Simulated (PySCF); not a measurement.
**Electronic absorption of C6H13As**

C6H13As.
SMILES: `C[C@@H]1C[AsH][C@H](C)C1`

Theory: TDDFT PBE0/def2-SVPD, vertical, gas phase, core orbitals frozen in the response in PySCF 2.14.0, density-fitted response routines. The structure is a single PBE0-D3(BJ)/def2-SVP conformer in the gas phase; no vibrational or solvent corrections. Relativistic effects, spin–orbit coupling among them, are left out although an element past zinc is present.

| state | E (eV) | ν̃ (cm⁻¹) | f | main configurations (H = HOMO, L = LUMO) |
| --- | --- | --- | --- | --- |
| S1 | 5.87 | 47360 | 0.033 | H→L (96%) |
| S2 | 6.05 | 48810 | 0.083 | H→L+1 (96%) |
| S3 | 6.89 | 55590 | 0.118 | H→L+3 (71%), H→L+4 (10%), H→L+5 (10%) |
| S4 | 6.97 | 56190 | 0.0030 | H→L+2 (90%) |
| S5 | 7.11 | 57370 | 0.016 | H→L+4 (65%), H→L+3 (16%), H-1→L (13%) |
| S6 | 7.17 | 57850 | 0.012 | H-1→L (61%), H-1→L+1 (15%), H→L+4 (8%) |
| S7 | 7.44 | 59970 | 0.015 | H→L+5 (73%), H→L+3 (9%) |
| S8 | 7.56 | 60980 | 0.121 | H-1→L+1 (69%), H-1→L (11%) |
| S9 | 7.84 | 63220 | 0.011 | H→L+6 (56%), H-2→L+1 (17%), H-2→L (17%) |
| S10 | 7.88 | 63530 | 0.040 | H-2→L+1 (35%), H→L+6 (35%), H-2→L (17%) |

Triplets (Tamm–Dancoff): T1 5.01 eV, H→L+1 (73%), H→L (14%); T2 5.12 eV, H→L (67%), H→L+1 (13%); T3 6.36 eV, H→L+3 (33%), H-1→L+1 (19%), H→L+4 (14%); T4 6.66 eV, H-1→L+1 (50%), H→L+3 (12%), H→L+2 (11%).

The lowest singlet comes at 211 nm (567 kJ/mol) in the ultraviolet; it is of moderate strength; its leading configuration is HOMO→LUMO (96%). The most intense listed level is S8 at 7.56 eV (164 nm, f = 0.121), 1.69 eV above S1. Löwdin shares by element: HOMO arsenic 60%, carbon 20% or more, hydrogen 7% or more; LUMO arsenic 27%, carbon 16% or more, hydrogen 12% or more (atoms not listed hold the other 45%). Orbital energies (eV): HOMO-3 -9.03, HOMO-2 -8.76, HOMO-1 -8.11, HOMO -6.70, LUMO 0.30, LUMO+1 0.45, LUMO+2 1.15. The listed states span 2.00 eV, and the widest gap between neighbours is 0.84 eV (S2 to S3). Weighted by f, the mean energy of these states is 6.99 eV. The vertical ionisation energy (ΔSCF) is 8.60 eV, 0.73 eV above S10. The window holds the lowest 10 singlets.

The run took 2.7 min of wall time on one thread, Arm Neoverse V2 (aarch64), on a shared host, and the process peaked at 1.1 GiB of memory.
